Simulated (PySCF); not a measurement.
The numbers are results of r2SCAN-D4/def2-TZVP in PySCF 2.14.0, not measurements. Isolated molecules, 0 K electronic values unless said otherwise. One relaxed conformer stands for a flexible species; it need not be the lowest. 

Reference species (SMILES): `F[SiH]F` (neutral, multiplicity 2).

```
Quantity                         Result
-----------------------------  --------
highest occupied spin orbital  -6.08 eV
```

Changed species: `[Si](F)(F)O` (H–O–Si–F torsion 178°) (radical fragment; the reference has radical fragment).

What does the change do to the highest occupied spin orbital?

the highest occupied spin orbital decreases by 0.07 eV, to -6.15 eV.
